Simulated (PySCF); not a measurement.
**Broadened absorption spectrum of C2H4BFS2**

C2H4BFS2.
SMILES: `FB1SCCS1`

Theory: PySCF, TDDFT B3LYP/def2-SVPD, vertical, gas phase, core orbitals frozen in the response. One conformer (not necessarily the lowest) at the PBE0-D3(BJ)/def2-SVP geometry, without solvent, vibrations or thermal averaging.

Computed states:

```csv
state,E (eV),f
S1,5.32,0.0010
S2,5.62,0.108
S3,6.13,0.0058
S4,6.24,0.0028
S5,6.61,0.0018
S6,6.71,0.017
S7,6.86,0.010
S8,6.94,0.059
S9,7.04,0.057
S10,7.07,0.0000
```

Broadening: Gaussians 0.25 eV wide at half height, area fixed by f = 4.319×10⁻⁹ ∫ε dν̃. The cross-section is σ = 3.8235×10⁻²¹ ε cm², given in Mb (10⁻¹⁸ cm²). The width is an assumption, not a result. The curve ends short of the highest state used, and states not computed would add to its high-energy end.

Q: What does the envelope look like, and where are its maxima?

A: 
(E (eV), σ (Mb)): (4.95, 0.00), (5.01, 0.01), (5.08, 0.03), (5.15, 0.11), (5.21, 0.27), (5.28, 0.67), (5.35, 2.29), (5.41, 6.97), (5.48, 19.57), (5.54, 34.38), (5.61, 44.54), (5.68, 37.40), (5.74, 22.79), (5.81, 8.56), (5.88, 2.22), (5.94, 0.92), (6.01, 1.39), (6.07, 2.34), (6.14, 3.11), (6.21, 2.93), (6.27, 2.16), (6.34, 1.17), (6.41, 0.68), (6.47, 1.03)

Maxima: 221 nm (5.62 eV), ε about 12000, made up of S2 (100%); 201 nm (6.16 eV), ε about 830, made up of S3 (72%) and S4 (28%) (ε in L mol⁻¹ cm⁻¹; maxima over ε = 5, shares over 10%). At its high-energy end, 6.47 eV, the curve is still rising (ε about 270, from S4, S5 and S6).

Q: Coming from long wavelengths, where does ε first pass 100 L mol⁻¹ cm⁻¹?

A: At about 237 nm (5.24 eV), 0.08 eV below S1.

Q: What would ε be at 5.62 eV, the highest of these maxima, with half the width (0.125 eV)?

A: About 23300 L mol⁻¹ cm⁻¹ against 11700, a factor of about 2.00; a lone state at its own centre would give exactly 2.

Q: On this curve, what absorbance would a 10⁻⁵ mol/L sample give at 222 nm over a 1 cm path?

A: 222 nm is 5.585 eV, where ε is about 11000 L mol⁻¹ cm⁻¹, so A = ε c l ≈ 0.11 (Beer–Lambert, with the gas-phase spectrum and the assumed width).

All these states lie below the vertical ionisation energy of 9.13 eV (ΔSCF).
